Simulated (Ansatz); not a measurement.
`[Cl][InH][SeH]` + `S[SiH2][GeH3]` → `[Cl][InH][GeH3]` + `S[SiH2][SeH]`  (redistribution)

Program: Ansatz. Geometries: PBE0-D4/def2-TZVP. ΔE: electronic, gas phase. CBS: MP2 limit from def2 TZ/QZ plus the TZ coupled-cluster correction, frozen cores. DFT in def2-TZVPP. Elements past krypton have def2 core potentials. For Ge, In, Se outer-core shells are correlated without core-valence functions, which leaves a few kJ/mol of doubt a bond. Scalar relativity is left out up to krypton. Each species was taken in one conformer, which may not be the lowest.

`[Cl][InH][SeH]`:

Cartesian coordinates in Å:
```
Cl 1.994 1.129 -1.456
In 0.058 0.552 -0.296
Se 0.269 -1.708 0.714
H -1.237 1.655 -0.250
H -1.083 -1.628 1.287
```

`S[SiH2][GeH3]`:

Cartesian coordinates in Å:
```
S 1.043 -2.159 -0.479
Si 0.490 -0.144 -0.956
Ge -0.905 0.776 0.736
H 1.556 -1.853 0.725
H 1.687 0.714 -1.160
H -0.239 -0.260 -2.245
H -1.236 2.251 0.451
H -0.180 0.695 2.091
H -2.216 -0.020 0.838
```

`[Cl][InH][GeH3]`:

Z-matrix (Å, degrees):
```
Ge
In 1 2.590
H 1 1.538 2 112.0
H 1 1.537 2 109.3 3 120.6
H 1 1.537 2 109.3 3 -120.6
Cl 2 2.353 1 111.2 3 179.8
H 2 1.715 1 137.2 3 -0.2
```

`S[SiH2][SeH]`:

Cartesian coordinates in Å:
```
S 1.929 -0.825 -0.042
Si 0.215 0.394 0.281
Se -1.246 0.087 -1.442
H 1.233 -1.976 -0.067
H -0.493 0.081 1.547
H 0.762 1.771 0.337
H -2.400 0.468 -0.615
```

| level | ΔE (kJ/mol) |
| --- | --- |
| BHLYP-D4 | 11.0 |
| MP2/def2-TZVPP | 8.9 |
| MP2/def2-QZVPP | 7.5 |
| HF/CBS(def2) | 14.1 |

Question: What does CCSD(T)/CBS give? (Best estimate.)

Answer: Ansatz gave: +10.8 kJ/mol. The listed levels differ from it by 0.2, -1.9, -3.3, 3.3 kJ/mol.

Largest T1 diagnostic among the species: 0.013.

At CCSD(T), def2-SVP lies +5.5 kJ/mol from the extrapolated value and def2-TZVPP +2.1 kJ/mol. Leaving LDA and LC-ωPBE aside and taking each functional with its dispersion term where it has one, the values, not all of them listed here, spread over 7.5 kJ/mol, from ωB97M-V to B97M-V.
